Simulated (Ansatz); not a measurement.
Os3⁺, relaxed as a doublet with UKS r2SCAN-D4/def2-TZVP in Ansatz, starting from the GFN2-xTB geometry. Force threshold 0.02 eV/Å.

In the def2 sets Os takes a core potential; there is no spin–orbit coupling. The charge 1 doublet is spin-contaminated (final ⟨S²⟩ up to 3.55, 0.75 for a pure state). At r2SCAN-D4/def2-TZVP a sextet of charge 1 lies 0.36 eV below the doublet, each at its own geometry. The structure comes from a short search, and lower isomers may exist.

Start:

```xyz
3

Os   -0.230   -1.412    0.354
Os   -0.540    0.357   -1.036
Os    0.771    1.055    0.682
```

**Question.** Estimate the energy that the relaxation releases and the steps that it takes.

**Answer.** 2.0 kJ/mol, in 5 steps; 34 s on 4 threads of Arm Neoverse V1 on a shared host. The force fell under the threshold at step 4, but the optimiser went on. No frequencies were taken in this run, so the end may be a saddle point.

**Question.** Does the start keep its bonding and symmetry?

**Answer.** By distances, no bond broke or formed. The bond that changes most is Os1–Os3, from 2.68 to 2.61 Å (atoms count from 1). Point group C2v at the start, Cs at the end, both within 0.05 Å.

**Question.** Predict the relaxed structure.

**Answer.** 
Cartesian coordinates in Å:
```
Os -0.216 -1.373 0.356
Os -0.550 0.349 -1.047
Os 0.766 1.024 0.691
```
Bond lengths (bridged metal pairs left out): 3 × Os–Os 2.25 to 2.61 Å.
